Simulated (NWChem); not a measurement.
## Correlation energy of Br (-1)

```xyz
1

Br     0.0000     0.0000     0.0000
```
Charge -1, spin multiplicity 1.

Everything below was run with NWChem.

Basis set: def2-TZVPD. Each correlation energy counts from its own Hartree-Fock reference.

```csv
method,correlation energy (mHa),difference from CCSD(T)
MP2,-284.4,+14.8
SCS-MP2,-266.0,+33.3
CCSD,-289.9,+9.3
CCSD+T(CCSD),-299.5,-0.2
CCSD(T),-299.2,0.0
CR-CCSD[T],-297.9,+1.3
CR-CCSD(T),-297.7,+1.5
```

The values span 33.5 mHa, from CCSD+T(CCSD) (lowest) to SCS-MP2 (highest). 

The Hamiltonian is non-relativistic. The correlated methods keep 9 core orbitals frozen. Differences from the coupled-cluster row are differences between methods, not errors against experiment.
